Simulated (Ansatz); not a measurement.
Consider the formal exchange of groups at a Ge–Se bond: `C[Se][GeH2][F]` + `CNCN` → `C[NH][GeH2][F]` + `C[Se]CN`.

Calculated with Ansatz (gas phase, PBE0-D4/def2-TZVP geometries, no zero-point term in ΔE). CBS: MP2 limit from def2 TZ/QZ plus the TZ coupled-cluster correction, frozen cores. Functionals use def2-TZVPP. B3LYP here is the variant with VWN-RPA as its local correlation; programs differ in this. For Ge, Se outer-core shells are correlated without core-valence functions, which leaves a few kJ/mol of doubt a bond. Scalar relativity is left out up to krypton. One conformer a species, not always the lowest.

(1) Is it downhill or uphill in electronic energy at CCSD(T)/CBS, and by how much? (Estimate.)

(2) What do these levels give: PBE-D4, B3LYP-D4, ωB97X-V, ωB97M-V, PBE, r2SCAN, PBE0, B3LYP, SCS-MP2/def2-TZVPP, CCSD/def2-TZVPP, CCSD(T)/def2-TZVPP, HF/def2-QZVPP? (Best estimate.)

Largest T1 diagnostic among the species: 0.011.

## Answers

(1) The calculation gave: Uphill: ΔE = +22.2 kJ/mol.

(2) The calculation gave: PBE-D4 27.6, B3LYP-D4 25.6, ωB97X-V 26.9, ωB97M-V 27.1, PBE 28.0, r2SCAN 26.9, PBE0 31.0, B3LYP 26.4, SCS-MP2/def2-TZVPP 18.3, CCSD/def2-TZVPP 23.2, CCSD(T)/def2-TZVPP 21.6, HF/def2-QZVPP 31.1 kJ/mol.

From PBE to PBE0 (25 % exact exchange), in def2-TZVPP and without D4, ΔE moves by +3.1 kJ/mol. In def2-TZVPP, CCSD(T) changes the Hartree–Fock value by −10.2 kJ/mol (the triples alone add −1.5 kJ/mol) and MP2 by −13.7 kJ/mol.
